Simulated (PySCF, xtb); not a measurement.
C3H6GeO, SMILES [CH3][Ge@H]1[CH]=C[O]1.

GFN2-xTB in xtb at its own geometry gives an orbital gap of 4.54 eV and a dipole moment of 2.42 D.

Coordinates come from a B3LYP-D3(BJ)/def2-SVP optimisation. The structure was generated by enumeration; whether it is a known compound was not checked.

**Question.** What does PBE/def2-TZVP (PySCF) give? (The exact figures need the calculation; the answer reports its results.)

**Answer.** gap 4.23 eV (levels -5.20 and -0.97 eV), dipole 1.92 D.
